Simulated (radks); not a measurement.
Values are calculated unless marked as measured or tabulated.
Q: Ionisation of the silver ion Ag+, [Kr] 4d10, to Ag2+, [Kr] 4d9, under several functionals. Scalar-relativistic Kohn-Sham, spin-polarised, spherical densities, finite nucleus; open shells are filled with parallel spins first (spin-orbit coupling, left out, can overturn this in heavy ions); a radial shooting solver on a logarithmic mesh with Libxc functionals. Known Delta-SCF values: RPBE 21.841 eV; SCAN 22.051 eV. What does exchange-only LDA give, and what is its highest occupied eigenvalue?

A: 20.689 eV by Delta-SCF; the 4d eigenvalue is -14.502 eV. NIST: 21.484 eV (measured).
